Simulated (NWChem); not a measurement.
Species: CHO₂ cation; SMILES C(=[OH+])=O

```xyz
4

O      0.0355    -1.2241     0.0000
C      0.0047    -0.0852     0.0000
O     -0.1640     1.1284     0.0000
H      0.6060     1.7666     0.0000
```
Atoms are numbered in this order, from 1.

All runs: NWChem. Pople sets run with spherical d functions. Structure relaxed at the PBE-D3(BJ)/def2-SVP level. Static field.

For level Hartree-Fock/6-31+G*:

| Property | Result |
|---|---|
| isotropic polarisability (bohr³) | 12.7 |
| anisotropy (bohr³) | 14.2 |

Question: What are these values for level PBE/6-31+G*?

Answer: The isotropic polarisability (bohr³) is 14.0. The anisotropy (bohr³) is 16.0.
